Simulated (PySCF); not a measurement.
# Working with the constants of TbF

UHF-MP2 constants of TbF, septet, about 8.3 electrons in the 4f shell (Mulliken), real f orbitals that mix terms (Tb x2c-SVPall, F x2c-SVPall; spin-free X2C with a Gaussian nucleus (PySCF 2.14); masses 158.9253 and 18.9984 u):

```
ωe   : 645.8 cm⁻¹
ωexe : 1.87 cm⁻¹
Be   : 0.26521 cm⁻¹
αe   : 0.00114 cm⁻¹
```

Q: What force constant and bond length do these constants imply?

A: Reduced mass μred = 16.970 u; k = 5.8918×10⁻⁷·μred·ωe² (u, cm⁻¹, mdyn/Å) = 4.17 mdyn/Å; Re = √(16.8576/(μred·Be)) (u, cm⁻¹, Å) = 1.935 Å.

Q: Estimate the centrifugal constant D from the Kratzer relation and find the Dunham coefficient a1.

A: D = 4Be³/ωe² = 1.79e-07 cm⁻¹; a1 = −1 − αeωe/(6Be²) = -2.74.

Correlated steps freeze 19 core orbitals. These are scalar-relativistic numbers at best; spin–orbit coupling would shift them, the dissociation energy most. With d or f electrons several states lie close, and the lowest PBE0 determinant need not be the measured ground state.
